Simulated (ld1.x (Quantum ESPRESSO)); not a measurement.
## phosphorus: excitation energies, all-electron against PAW

| Item | Value |
| --- | --- |
| Element | phosphorus |
| Generator | ld1.x (Quantum ESPRESSO) 7.5 |
| Type | PAW |
| Functional | PBEsol |
| Relativity | scalar-relativistic |
| Frozen core | [Ne] |
| Valence charge | 5 |
| Reference configuration | 3s2 3p3 |
| Partial waves | 3s (bound): rcut 1.50, rcutus 1.70 bohr; 3s channel at -0.6 Ry: rcut 1.50, rcutus 1.70 bohr; 3p (bound): rcut 1.05, rcutus 1.40 bohr; 3p channel at 1.2 Ry: rcut 1.05, rcutus 1.40 bohr; 3d channel at 0.05 Ry: rcut 1.35, rcutus 1.45 bohr; 3d channel at 2.75 Ry: rcut 1.35, rcutus 1.45 bohr |
| Local potential | all-electron potential smoothed inside 1.25 bohr (lloc = -1) |
| Core correction | Bessel-smoothed model core inside 1.00 bohr |
| Augmentation charge | PSQ, inside the norm-conserving radii |

Energies are relative to the spin-unpolarised reference configuration 3s2 3p3; without spin polarisation the order of configurations can differ from experiment.

Problem. Give the all-electron excitation energy and the error of the potential for: 3s2 3p2; 3s2 3p1; 3s2 3p0; 3s1 3p0; 3s1 3p3; 3s1 3p4; 3s2 3p3.3.

Solution.

```
valence configuration  charge  ΔE all-electron (eV)  error AE − PS (meV)
              3s2 3p2      +1                 9.698                 -1.2
              3s2 3p1      +2                28.810                 -8.8
              3s2 3p0      +3                58.515                  -38
              3s1 3p0      +4               110.428                 -138
              3s1 3p3      +1                18.793                 -2.8
              3s1 3p4       0                 8.509                 -0.8
            3s2 3p3.3    -0.3                -1.299                 +0.1
```

Levels in the configuration 3s2 3p1:

```csv
level,all-electron (eV),pseudo (eV)
3s,-33.897,-33.913
3p,-24.240,-24.254
```
